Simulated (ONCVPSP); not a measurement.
# chromium (Cr): one change to an ONCV potential, before and after

```json
{
 "Element": "chromium",
 "Generator": "ONCVPSP 4.0.1",
 "Type": "optimised norm-conserving Vanderbilt (ONCV)",
 "Functional": "Wu-Cohen",
 "Relativity": "scalar-relativistic",
 "Frozen core": "[Ne]",
 "Valence charge": "14",
 "Reference configuration": "3s2 3p6 3d5 4s1",
 "Partial waves": "3s+4s: rc 1.45 bohr, ncon 4, nbas 8, qcut 9.9 1/bohr, 2 projectors; 3p: rc 1.45 bohr, ncon 4, nbas 9, qcut 9.6 1/bohr, 2 projectors, debl 1.4 Ha; 3d: rc 2.10 bohr, ncon 5, nbas 9, qcut 8.4 1/bohr, 2 projectors, debl 1.1 Ha",
 "Local potential": "polynomial inside 1.40 bohr (lpopt 4, dvloc0 0 Ha)",
 "Core correction": "Teter function, fcfact 3.25, rcfact 1.75"
}
```

In the p channel the program set the typed energies aside and used -1.667, 0.250 Ha.

All-electron outer shells of the reference configuration (Wu-Cohen, scalar-relativistic, ld1.x):

| shell | level (eV) | outermost node (bohr) | outermost maximum (bohr) |
| --- | --- | --- | --- |
| 2p | -560.69 | – | 0.20 |
| 3s | -73.79 | 0.36 | 0.78 |
| 3p | -45.35 | 0.33 | 0.80 |
| 4s | -4.01 | 1.12 | 2.74 |
| 3d | -2.93 | – | 0.84 |

Change: core correction Teter function, fcfact 3.25, rcfact 2.06.

Cutoffs: the cutoffs (Ha) at which the residual kinetic energy of the hardest occupied pseudo-wave falls to 1 and 0.1 mHa per electron; they do not see the model core or the augmentation charge, which bear on the density cutoff. Errors are all-electron minus pseudo energies relative to the spin-unpolarised reference configuration.

Problem. What does the change do?

Solution. The potential gets neither clearly harder nor softer (29 Ha and 35 Ha → 29 Ha and 35 Ha); the errors of the 3 common tests hardly move; neither file shows a bound ghost. A model core, the more so a compact one, raises the density cutoff, which this test does not measure.

| quantity | base | changed |
| --- | --- | --- |
| cutoff, loose | 29 Ha | 29 Ha |
| cutoff, tight | 35 Ha | 35 Ha |
| bound ghosts | none | none |
| GHOST(+) flags under 300 eV | none | none |
| tests with a reliable result | 3 of 4 | 3 of 4 |
| error for 3s2 3p6 3d5 4s0, meV [ΔE 6.84 eV] | +7.5 | +7.2 |
| error for 3s2 3p6 3d4 4s0, meV [ΔE 22.86 eV] | +12 | +12 |
| error for 3s1 3p6 3d5 4s1, meV [ΔE 80.07 eV] | -356 | -359 |
| s: phases at 1.47 bohr within 0.05 rad from the reference energy up to (Ha; the scan ends near 5) | to the end of the scan | to the end of the scan |
| p: phases at 1.47 bohr within 0.05 rad from the reference energy up to (Ha; the scan ends near 5) | to the end of the scan | to the end of the scan |
| d: phases at 2.13 bohr within 0.05 rad from the reference energy up to (Ha; the scan ends near 5) | to the end of the scan | to the end of the scan |
| rms error of d²Exc/dni dnj with the model core, mHa | 2.14 | 3.97 |
